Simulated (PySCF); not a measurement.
## Broadened absorption spectrum of CH8O4Si2

Species: CH8O4Si2.
SMILES: `CO[SiH2]O[SiH](O)O`

Method: TDDFT B3LYP/def2-SVPD, vertical, gas phase, core orbitals frozen in the response in PySCF 2.14.0, density-fitted response routines. Isolated species at its GFN2-xTB geometry (one conformer only).

Computed states:

```json
{"state": "S1", "E (eV)": "7.11", "f": "0.0051"}
{"state": "S2", "E (eV)": "7.44", "f": "0.0056"}
{"state": "S3", "E (eV)": "7.82", "f": "0.0022"}
{"state": "S4", "E (eV)": "7.96", "f": "0.0068"}
{"state": "S5", "E (eV)": "8.02", "f": "0.0010"}
{"state": "S6", "E (eV)": "8.06", "f": "0.034"}
{"state": "S7", "E (eV)": "8.08", "f": "0.042"}
{"state": "S8", "E (eV)": "8.13", "f": "0.022"}
```

Each state is given a Gaussian of 0.4 eV full width at half maximum, with ε(max) = 2.175×10⁸ f / Δν̃ (Δν̃ the width in cm⁻¹). The width is an assumption, not a result. The curve ends short of the highest state used, and states not computed would add to its high-energy end.

Question: What does the envelope look like, and where are its maxima?

Answer: 
E (eV), ε (L mol⁻¹ cm⁻¹) and a bar:
```
     6.51          1 
     6.56          2 
     6.60          4 
     6.64          7 
     6.69         16 #
     6.73         28 ##
     6.78         52 ###
     6.82         79 #####
     6.87        127 ########
     6.91        173 ###########
     6.96        238 ###############
     7.00        291 ###################
     7.04        339 ######################
     7.09        388 #########################
     7.13        415 ###########################
     7.18        437 ############################
     7.22        448 #############################
     7.27        457 ##############################
     7.31        462 ##############################
     7.36        464 ##############################
     7.40        461 ##############################
     7.45        449 #############################
     7.49        436 ############################
     7.53        430 ############################
```

Maxima: 169 nm (7.36 eV), ε about 460, made up of S1 (26%) and S2 (73%) (ε in L mol⁻¹ cm⁻¹; maxima over ε = 5, shares over 10%). At its high-energy end, 7.53 eV, the curve is still rising (ε about 430, from S2).

Question: What would ε be at 7.36 eV, the highest of these maxima, with half the width (0.2 eV)?

Answer: About 517 L mol⁻¹ cm⁻¹ against 464, a factor of about 1.1; a lone state at its own centre would give exactly 2.

Question: Coming from long wavelengths, where does ε first pass 100 L mol⁻¹ cm⁻¹?

Answer: At about 181 nm (6.84 eV), 0.27 eV below S1.
